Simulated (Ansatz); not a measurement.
Calculated with Ansatz (gas phase, PBE0-D4/def2-TZVP geometries, no zero-point term in ΔE). CCSD(T)/CBS is the MP2 limit (def2-TZVPP, def2-QZVPP) plus CCSD(T) − MP2 in def2-TZVPP, frozen cores. This one scheme is used for every species. Functionals use def2-TZVPP. For Ga outer-core shells are correlated without core-valence functions, which leaves a few kJ/mol of doubt a bond. Scalar relativity is left out up to krypton.

Reaction (cleavage of the Ga–Si bond): `[SiH3][GaH2]` + CH₃OH → `C[O][GaH2]` + SiH₄

```json
{"level": "PBE-D4", "ΔE (eV)": "-0.45"}
{"level": "r2SCAN0-D4", "ΔE (eV)": "-0.52"}
{"level": "ωB97X-V", "ΔE (eV)": "-0.58"}
{"level": "RPA@PBE/def2-TZVPP", "ΔE (eV)": "-0.63"}
```

Problem. What does CCSD(T)/CBS give? (Best estimate.)

Solution. Computed: -0.56 eV. The listed levels differ from it by 0.11, 0.04, -0.02, -0.07 eV.

Largest T1 diagnostic among the species: 0.015.

From r2SCAN to r2SCAN0 (25 % exact exchange), in def2-TZVPP and without D4, ΔE moves by +0.05 eV. Leaving LDA and LC-ωPBE aside and taking each functional with its dispersion term where it has one, the values, not all of them listed here, spread over 0.22 eV, from B2PLYP to HSE06-D4. LDA lies −0.05 eV from PBE without D4.
